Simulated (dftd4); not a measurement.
FIn, triplet, geometry from GFN2-xTB (such geometries of metal compounds can be far from the true shape) (the spin is typed, not shown lowest); D4 for tpss in dftd4 4.2.0.

dftd4 was given this input:
```
$ dftd4 mol.xyz --func tpss --charge 0 --json dftd4.json --noedisp

# file mol.xyz
2

In    -0.00000000    -0.00000000    -0.34490450
F      0.00000000     0.00000000     1.87781337
```

What the program printed (banner, timings and long lists left out):

```
                    ____  _____ _____     ____  _  _
      -------------|  _ \|  ___|_   _|---|  _ \| || |------------
     |             | | | | |_    | | ___ | | | | || |_           |
     |             | |_| |  _|   | ||___|| |_| |__   _|          |
     |             |____/|_|     |_|     |____/   |_|            |
     |             ===================================           |
     |            E. Caldeweyher, S. Ehlert & S. Grimme          |
     |          Mulliken Center for Theoretical Chemistry        |
     |                    University of Bonn                     |
      -----------------------------------------------------------

Rational (Becke-Johnson) damping: tpss-D4-ATM
---------------------
  s6         1.0000
  s8         1.7660
  s9         1.0000
  a1         0.4282
  a2         4.5426
 alp        16.0000
--------------------

Dispersion energy:      -1.0047841990542E-03 Eh

[Info] JSON dump of results written to 'dftd4.json'
```
